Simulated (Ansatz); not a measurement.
Species: C$_{2}$H$_{4}$BO$_{2}$, charge -1, multiplicity 1. It need not be the lowest isomer of its formula. Whether it binds its extra electron was not tested at this geometry. 
Structure (B3LYP-D3(BJ)/def2-TZVP (Ansatz, an electronic-structure program) minimum search):
SMILES: C=CB([O-])O
```xyz
9

C     -1.7610    -0.6275    -0.7500
C     -0.9749    -0.4288     0.3116
B      0.5166     0.1725     0.3231
O      1.2262     0.3398     1.3902
O      0.9664     0.5037    -1.0117
H     -1.4151    -0.3760    -1.7484
H     -2.7669    -1.0420    -0.6784
H     -1.3821    -0.7026     1.2872
H      1.8562     0.8478    -0.8742
```
Charge -1, spin multiplicity 1.

Basis-set convergence of Hartree-Fock and MP2 correlation energies (hartree) with Ansatz. Cores are frozen in the correlated levels unless marked. No spin-orbit coupling. No relativistic terms.

```json
[
 {"basis": "aug-cc-pVDZ", "functions": "151", "E(HF)": "-252.60169", "E(corr, MP2)": "-0.77548"},
 {"basis": "aug-cc-pVTZ", "functions": "322", "E(HF)": "-252.66407", "E(corr, MP2)": "-0.93510"},
 {"basis": "aug-cc-pVQZ", "functions": "584", "E(HF)": "-252.67988", "E(corr, MP2)": "-0.99241"}
]
```

Extrapolating the two largest sets (X = 3 and 4) as X^-3: E(corr) = (64·(-0.99241) - 27·(-0.93510))/37 = -1.0342 Eh, an estimate of the basis-set limit. The largest set recovers 96.0 % of it, the smallest 75.0 %.
